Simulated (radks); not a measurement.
Coulomb parameter of the 5d shell of the osmium ion Os2+ in the model configuration [Xe] 4f14 5d5 6s1, as a second difference U = [E(n + 0.5) + E(n - 0.5) - 2 E(n)] / (0.5)^2 with all orbitals relaxed. "Bare": the charge of the atom changes with n. "Screened": the 6s shell takes up the change at fixed total charge, which measures U(5d,5d) + U(6s,6s) - 2 U(5d,6s). All-electron calculation, scalar-relativistic Kohn-Sham, PBE, spin-unpolarised, spherical densities, finite nucleus; Fermi nuclear charge, rms radius 5.4126 fm. Program: a radial shooting solver on a logarithmic mesh with Libxc functionals.

| case | configuration | E - E(n) (eV) |
|---|---|---|
| start | [Xe] 4f14 5d5 6s1 | 0.000 |
| bare +0.5 | [Xe] 4f14 5d5.5 6s1 | -11.171 |
| bare -0.5 | [Xe] 4f14 5d4.5 6s1 | 14.113 |
| screened +0.5 | [Xe] 4f14 5d5.5 6s0.5 | -1.461 |
| screened -0.5 | [Xe] 4f14 5d4.5 6s1.5 | 1.734 |

U(bare) = 11.770 eV, U(screened by 6s) = 1.092 eV, against the Slater integral F0(5d,5d) = 14.915 eV with frozen orbitals.
